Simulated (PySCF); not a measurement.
AsH8NSi2.
Z-matrix (Å and degrees, PBE0-D3(BJ)/def2-SVP geometry), rows numbered from 1:
```
N 
Si  1  1.7288
As  2  2.3915  1  113.46
Si  3  2.3624  2   92.03  1   -66.72
H   1  1.0140  2  119.50  3    75.64
H   1  1.0139  2  119.86  3   -66.98
H   2  1.4938  1  108.50  3   118.14
H   2  1.4941  1  107.65  3  -122.28
H   3  1.5271  2   93.38  1  -159.95
H   4  1.4939  3  110.37  2  -169.72
H   4  1.4968  3  107.45  2    72.13
H   4  1.4971  3  113.39  2   -47.21
```

Jobs on this species (12 atoms, 76 electrons) with PySCF (density fitting). Hardware of each: an Arm Neoverse V1 with one thread (shared host). The host was shared with other jobs, so the times are rough. Peak memory is the resident size of the whole Python process, interpreter and libraries included.

```csv
level and settings,work,basis functions,SCF cycles,wall time,peak memory
"delta-SCF UKS SCAN, pcX-2 on the ionised atom, pcseg-1 elsewhere, non-relativistic","ΔSCF core ionisation, 5 holes",159,?,?,?
"delta-SCF UKS SCAN, pcX-2 on the ionised atom, pcseg-1 elsewhere, spin-free X2C","ΔSCF core ionisation, 5 holes",159,?,?,?
"delta-SCF UKS SCAN, pcX-1 on the ionised atom, pcseg-1 elsewhere, spin-free X2C","ΔSCF core ionisation, 5 holes",139,68,25 s,0.48 GiB
"delta-SCF UKS SCAN, def2-TZVP on the ionised atom, pcseg-1 elsewhere, spin-free X2C","ΔSCF core ionisation, 5 holes",136,67,29 s,0.48 GiB
"delta-SCF UKS PBE0, pcX-2 on the ionised atom, pcseg-1 elsewhere, spin-free X2C","ΔSCF core ionisation, 5 holes",159,63,45 s,0.63 GiB
"PBE0-D3(BJ)/def2-SVP, grid level 1",geometry optimisation from a GFN2-xTB start shaken at random,122,57,68 s,0.53 GiB
"delta-SCF UKS B3LYP, pcX-2 on the ionised atom, pcseg-1 elsewhere, spin-free X2C","ΔSCF core ionisation, 5 holes",159,63,46 s,0.72 GiB
"delta-SCF UKS PBE, pcX-2 on the ionised atom, pcseg-1 elsewhere, spin-free X2C","ΔSCF core ionisation, 5 holes",159,70,21 s,0.60 GiB
"delta-SCF UKS HF, pcX-2 on the ionised atom, pcseg-1 elsewhere, spin-free X2C","ΔSCF core ionisation, 5 holes",159,61,31 s,0.67 GiB
```

Task: Fill in the missing figures.

Result: 
- delta-SCF UKS SCAN, pcX-2 on the ionised atom, pcseg-1 elsewhere, non-relativistic; ΔSCF core ionisation, 5 holes: 30 s, 0.55 GiB, 70 SCF cycles
- delta-SCF UKS SCAN, pcX-2 on the ionised atom, pcseg-1 elsewhere, spin-free X2C; ΔSCF core ionisation, 5 holes: 31 s, 0.58 GiB, 71 SCF cycles

Task: What do all jobs in the table cost together?

Result: About 5.4 min; the longest takes about 21 % of that, and about 3.2 times as long as the shortest.
